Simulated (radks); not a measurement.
Q: Neutral gallium, configuration [Ar] 3d10 4s2 6d1 (not the ground configuration). Calculated with a radial shooting solver on a logarithmic mesh with Libxc functionals: scalar-relativistic Kohn-Sham, r2SCAN, spin-polarised, spherical densities, finite nucleus; open shells are filled with parallel spins first; meta-GGA in the generalised Kohn-Sham scheme; Fermi nuclear charge, rms radius 3.9973 fm. Some entries of the table are withheld. Estimate them.

orbital  occ.  eigenvalue (eV)  r(max) (bohr)
1s down     1        -10266.90        0.03179
1s up       1        -10266.90        0.03179
2s down     1        -1280.993         0.1822
2s up       1        -1280.992         0.1822
2p down     3        -1114.098         0.1465
2p up       3        -1114.097         0.1465
3s down     1        -159.9499            (1)
3s up       1        -159.9492            (2)
3p down     3        -108.9777         0.5670
3p up       3        -108.9770         0.5670
3d up       5         -26.7911         0.5361
3d down     5         -26.7888         0.5361
4s down     1         -15.4159          1.860
4s up       1         -15.4005          1.860
6d up       1              (3)          34.39

A: 
(1) 3s down r(max) (bohr): 0.5639
(2) 3s up r(max) (bohr): 0.5639
(3) 6d up eigenvalue (eV): -0.3864
